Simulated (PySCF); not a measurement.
CH5BrO2Si. Atoms are numbered in the order given.

```xyz
10

C      2.1986    -0.0299    -0.5480
Si     0.3776     0.2478    -0.7249
O     -0.3250    -0.6320    -1.9433
O      0.1467     1.8584    -1.0032
Br    -0.6613    -0.3891     1.1844
H      2.6076     0.6069     0.2508
H      2.7084     0.2208    -1.4920
H      2.4102    -1.0810    -0.3015
H     -0.8832    -1.3736    -1.6825
H     -0.7493     2.1430    -1.2211
```
Charge 0, spin multiplicity 1.

The structure is a stationary point at B3LYP-D3(BJ)/def2-SVP. This is a generated structure with no PubChem entry under its InChIKey; it may be hypothetical. Other conformers were not sampled.

Computed with PBE/pcSseg-1 in PySCF.

GIAO shieldings, no solvent; atoms listed in one row are averaged. δ = σ(ref) − σ: ¹³C against TMS (σ = 182.0 ppm); ²⁹Si against TMS (σ = 335.4 ppm); ¹⁷O against H2O (σ = 334.3 ppm); ¹H against TMS (σ = 31.49 ppm), references at their B3LYP-D3(BJ)/def2-TZVP geometries, non-relativistic (without spin–orbit terms, shifts of atoms bonded to Cl or Br come out too high).

Computed chemical shifts:
```
nucleus       atoms  count  δ (ppm)
-------  ----------  -----  -------
¹³C              C1      1      5.3
²⁹Si            Si2      1      1.8
¹⁷O              O3      1    100.9
¹⁷O              O4      1     96.6
¹H              H10      1     2.65
¹H               H9      1     2.37
¹H       H6, H7, H8      3     0.82
```
